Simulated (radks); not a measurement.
Results of a calculation; reference values are marked as such.
Valence configurations of the nitrogen ion N+ (all share [He]). Level of theory: scalar-relativistic Kohn-Sham, PBE, spin-polarised, spherical densities, finite nucleus; open shells are filled with parallel spins first; Fermi nuclear charge, rms radius 2.5582 fm (a radial shooting solver on a logarithmic mesh with Libxc functionals). Energies are relative to 2s2 2p2; eigenvalues in eV for spin up.

valence,E (eV),moment (Bohr magnetons),e(2p),e(2s)
2s2 2p2,0.000,2,-22.032,-33.826
2s1.5 2p2.5,3.469,3,-22.498,-34.350
2s1 2p3,5.632,4,-22.785,-34.684
2s0.5 2p3.5,15.148,3,-22.669,-34.546
2p4,23.493,2,-22.326,-

NIST lists [He] 2s2 2p2 as the ground configuration; this level of theory agrees among the configurations tried. The energies are those of spherical high-spin densities, not of single terms.
